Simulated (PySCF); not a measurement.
## Frontier orbitals and the lowest excitations

C6H4BClF2.
Structure used (PBE0-D3(BJ)/def2-SVP), in Å, numbered top down from 1:
```
atom  x, y, z in Å
F1     2.968    0.913    0.110
B2     2.254   -0.178    0.314
F3     2.902   -1.257    0.718
C4     0.721   -0.189    0.089
C5    -0.026   -1.354    0.319
C6    -1.402   -1.361    0.114
C7    -2.052   -0.209   -0.324
C8    -1.311    0.952   -0.554
Cl9   -2.118    2.384   -1.099
C10    0.065    0.970   -0.351
H11    0.483   -2.258    0.661
H12   -1.982   -2.269    0.295
H13   -3.130   -0.199   -0.489
H14    0.626    1.888   -0.537
```

Theory: TDDFT CAM-B3LYP/def2-SVPD, vertical, gas phase, core orbitals frozen in the response (PySCF 2.14.0, density-fitted response routines).

Frontier orbitals with the atoms that hold most of them (Löwdin shares over 4%, at most four atoms; ? is withheld):

| orbital | ε (eV) | atoms |
| --- | --- | --- |
| HOMO-3 | -11.39 | Cl9 48%, C5 13%, C8 10%, C4 10% |
| HOMO-2 | -10.62 | Cl9 75%, C8 9% |
| HOMO-1 | -9.39 | ? |
| HOMO | ? | ? |
| LUMO | -0.78 | C4 17%, C7 17%, B2 15%, C10 11% |
| LUMO+1 | 0.12 | C8 19%, C6 18%, C5 18%, C10 17% |
| LUMO+2 | 0.83 | B2 51%, F3 6%, Cl9 6%, C5 5% |

**Question.** Which atoms hold the HOMO-1, and with what shares?

**Answer.** C7 (bonded to 2 C and H) 21%; C4 (bonded to B and 2 C) 21%; C6 (bonded to 2 C and H) 20%; C10 (bonded to 2 C and H) 17%.

**Question.** Which atoms hold the HOMO, and with what shares?

**Answer.** Cl9 (bonded to C) 25%; C8 (bonded to 2 C and Cl) 20%; C5 (bonded to 2 C and H) 18%; C10 (bonded to 2 C and H) 11%. By element: carbon 48% or more, chlorine 25%.

**Question.** What is the HOMO energy, and the HOMO–LUMO gap?

**Answer.** ε(HOMO) = -8.75 eV; the gap is 7.96 eV (0.2925 hartree).

**Question.** The HOMO–LUMO gap is 7.96 eV. Where does the response calculation put the lowest singlet, and from which orbitals?

**Answer.** S1 is at 4.90 eV (f = 0.029), 3.06 eV below the gap, made of HOMO→LUMO (75%), HOMO-1→LUMO+1 (14%). Without the coupling terms of the response equations the lowest excitation would equal the gap.

**Question.** One configuration dominates each of S1 and S4. Which, and how do the shares of the two leading atoms of either orbital change from the occupied to the empty one?

**Answer.** 
- S1 (4.90 eV, f 0.029), HOMO→LUMO (75%): Cl9 25% → at most 11%, C8 20% → at most 11%, C4 at most 11% → 17%, C7 at most 11% → 17%
- S4 (6.72 eV, f 0.303), HOMO-1→LUMO+1 (79%): C7 21% → at most 18%, C4 21% → at most 18%, C8 at most 18% → 19%, C6 20% → 18%

Löwdin shares depend on the basis, the more so with diffuse functions.
